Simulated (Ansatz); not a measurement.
The Be1–Br3 bond of BeBrCl (SMILES [Cl][Be][Br]) is stretched (multiplicity 1, the rest rigid).
Geometry at rest (charge 0, multiplicity 1):
```xyz
3

Be     0.000     0.000    -0.676
Cl     0.000     0.000    -2.479
Br     0.000     0.000     1.281
```

Cores are frozen in the correlated methods. Filled d and f shells under p-block atoms count as core.

The values were computed with Ansatz (Gaussian basis) for Hartree–Fock, density functionals and correlated methods. Each number belongs to the level named beside it.

FIC-MRCISD+Q on CASSCF(6,4)/def2-TZVPPD, total energies (hartree):

```json
[
 {"R (Å)": "1.957", "CASSCF": "-3046.729927", "MRCISD": "-3047.091499", "weight c² of the reference": "0.88166"},
 {"R (Å)": "3.425", "CASSCF": "-3046.605855", "MRCISD": "-3046.958839", "weight c² of the reference": "0.88134"},
 {"R (Å)": "6.263", "CASSCF": "-3046.574077", "MRCISD": "-3046.919849", "weight c² of the reference": "0.88451"}
]
```

Question: Add the Davidson correction (E_MRCISD − E_CASSCF)(1 − c²)/c² and give the energies above the first point at the three levels.

Answer: 
Corrections (hartree): -0.048530, -0.047526, -0.045145. Above the first point (kcal/mol):
- R = 3.425 Å: CASSCF 77.9, MRCISD 83.2, with the correction 83.9
- R = 6.263 Å: CASSCF 97.8, MRCISD 107.7, with the correction 109.8

Doubts at one or more of the structures used: active orbitals that take no part (FIC-MRCISD+Q on CASSCF(6,4)/def2-TZVPPD).

Ansatz is a first-principles code.
